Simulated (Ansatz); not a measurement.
Cl$_{2}$GaH$_{2}$N, SMILES `[NH2][Ga]([Cl])[Cl]`, relaxed with RKS PBE0-D4/def2-TZVP in Ansatz from a PBE-D4/def2-SVP geometry. The force threshold is 0.005 eV/Å; the program also tests the step.

Charge 0, multiplicity 1.

Start:

```xyz
6

N    -0.101   -0.333   -1.037
Ga    0.089    0.290    0.650
Cl   -1.536    1.305    1.627
Cl    1.987    0.156    1.651
H    -1.028   -0.447   -1.452
H     0.589   -0.970   -1.439
```

**Question.** How much energy does the relaxation release, and in how many steps? (An estimate is asked.)

**Answer.** The calculation gave: 0.03 eV, in 10 steps, 2 of them rejected.

**Question.** Which bonds change most? (Estimate.)

**Answer.** The calculation gave: Ga2–Cl4 from 2.150 to 2.124 Å; Ga2–Cl3 from 2.150 to 2.124 Å; N1–Ga2 from 1.809 to 1.791 Å; N1–H5 from 1.022 to 1.005 Å.

**Question.** Give the relaxed structure. (An estimate is asked.)

**Answer.** The calculation gave: 
```xyz
6

N    -0.127   -0.413   -0.982
Ga    0.091    0.293    0.649
Cl   -1.513    1.298    1.614
Cl    1.965    0.166    1.640
H    -1.008   -0.411   -1.466
H     0.592   -0.932   -1.454
```
